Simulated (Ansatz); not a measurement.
`C=[C](Cl)[AlH][F]` at its PBE0-D4/def2-TZVP geometry, where that method's forces vanish. The species carries charge 0 and has multiplicity 1.

```xyz
8

C     0.6402    1.1061   -0.6026
C    -0.0655   -0.0232   -0.6147
Cl   -0.6027   -0.6827   -2.1324
Al   -0.4884   -0.9222    1.0501
F    -1.3573   -2.3182    1.0309
H     0.9065    1.6520   -1.5031
H     0.9754    1.5182    0.3453
H    -0.0081   -0.3300    2.4265
```

Q: What forces (eV/Å) does B3LYP-D4/def2-TZVPP give on these atoms in the Gaussian-basis code of Ansatz? (Best estimate.)

A: Computed: 
```
C1   0.086  0.136  0.017
C2   0.079  0.086  0.310
Cl3 -0.127 -0.159 -0.341
Al4  0.097  0.141  0.122
F5  -0.075 -0.121 -0.004
H6  -0.012 -0.029  0.075
H7  -0.013 -0.010 -0.088
H8  -0.034 -0.044 -0.090
```

B3LYP here is the variant with VWN-RPA as its local correlation; programs differ in this.
